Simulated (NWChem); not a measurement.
# iodine (I2); SMILES II

```xyz
2

I      0.0000     0.0000     1.3278
I      0.0000     0.0000    -1.3278
```
Atoms are numbered in this order, from 1.

All runs: NWChem. The geometry was optimised at PBE0-D3(BJ)/def2-TZVP. def2 effective core potentials on I; no spin-orbit coupling. Vertical excitations in the gas phase.

Estimate the computed values for PBE/def2-SVP, full TDDFT. Quantities: lowest excitation, singlet (eV); oscillator strength of that lowest state; orbital gap (eV).


```
Property                                  Value
----------------------------------------  -----
lowest excitation, singlet (eV)            2.09
oscillator strength of that lowest state  0.001
orbital gap (eV)                           1.75
```
